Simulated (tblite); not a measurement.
Compound: C₄H₁₁F₂NSi.
SMILES with atom numbers: `[CH3:1][C@@H:2]([CH:3]([F:4])[F:5])[Si@H:6]([CH3:7])[NH2:8]` (hydrogens: H9, H10, H11 on C1; H12 on C2; H13 on C3; H14 on Si6; H15, H16, H17 on C7; H18, H19 on N8)

Cartesian coordinates in Å at the GFN2-xTB level; atoms count from 1:
```xyz
19
C4H11F2NSi angstrom
C     -1.1890    1.1744   -0.6924
C     -0.8203    0.2908    0.4934
C     -1.8729   -0.7773    0.6733
F     -1.8317   -1.7106   -0.3182
F     -1.6810   -1.4714    1.8258
Si     0.9270   -0.4951    0.3359
C      2.2472    0.8647    0.3370
N      0.9804   -1.2143   -1.2271
H     -2.1755    1.6201   -0.5596
H     -1.1930    0.5904   -1.6091
H     -0.4619    1.9741   -0.7991
H     -0.8589    0.8890    1.4075
H     -2.9050   -0.3883    0.6953
H      1.1166   -1.3726    1.5037
H      2.1674    1.5022   -0.5370
H      2.1792    1.4931    1.2182
H      3.2373    0.4226    0.3282
H      0.2557   -1.8631   -1.4926
H      1.8687   -1.5195   -1.5904
```

All values are computed: GFN2-xTB (tblite) harmonic vibrations without scaling, gas phase. Errors from tens to a few hundred cm⁻¹ against measured bands are possible. Modes of hydrogen on silicon can be 10 to 20 % off. One conformer, not necessarily the lowest.

Harmonic wavenumbers (cm⁻¹): 38.6, 79.9, 111.9, 133.6, 160.1, 179.9, 201.7, 218.3, 236.5, 272.3, 311.1, 431.8, 506.1, 559.2, 573.9, 623.2, 673.3, 688.7, 743.0, 799.4, 820.9, 863.2, 907.2, 938.1, 978.0, 1013.2, 1059.3, 1123.5, 1143.9, 1234.6, 1271.4, 1303.0, 1309.2, 1377.0, 1416.3, 1488.2, 1496.1, 1500.5, 1502.0, 1510.8, 2182.7, 2859.4, 2958.6, 2995.0, 3046.2, 3050.9, 3054.0, 3056.9, 3061.1, 3466.2, 3504.1.

A = 2314, B = 1118, C = 1089 MHz; mass 139.063 u (most abundant isotopes); point group C1, symmetry number 1.

**Question.** What is the zero-point energy?

**Answer.** Half the sum of the wavenumbers: 32517 cm⁻¹ = 92.97 kcal/mol.

**Question.** Entropy at 298.15 K, 1 bar (ideal gas, RRHO, classical rotation)?

**Answer.** Translation 40.73, rotation 29.12, vibration 34.34: S = 104.2 cal/(mol K).

**Question.** And Cp and H(298.15 K) − H(0)?

**Answer.** Cp = 42.21 cal/(mol K), of which vibrations give 34.26 (their classical limit is 51 R = 101.3); H(298.15 K) − H(0) = 7.76 kcal/mol without the zero-point energy, 5.39 from vibrations.

**Question.** Which modes carry the vibrational entropy at 298.15 K?

**Answer.** 38.6 cm⁻¹: 5.33; 79.9 cm⁻¹: 3.89; 111.9 cm⁻¹: 3.24; 133.6 cm⁻¹: 2.89; 160.1 cm⁻¹: 2.55; 179.9 cm⁻¹: 2.33 cal/(mol K); the other 45 give 14.11 together.

**Question.** Blend soft modes into free rotors: weight 1/[1 + (100 cm⁻¹/ν̃)⁴] for the oscillator and the rest for a rotor with moment μB/(μ + B), μ = h/(8π²ν), B = 10⁻⁴⁴ kg m². What vibrational entropy results?

**Answer.** 32.00 cal/(mol K) in place of 34.34, which changes −T·S at 298.15 K by +0.70 kcal/mol.

Hindered rotation and anharmonicity are outside this model. Other conformers, if any are populated, would add a mixing term that is left out. The structure is chiral; the term R ln 2 for an equal mix with its mirror image is left out.
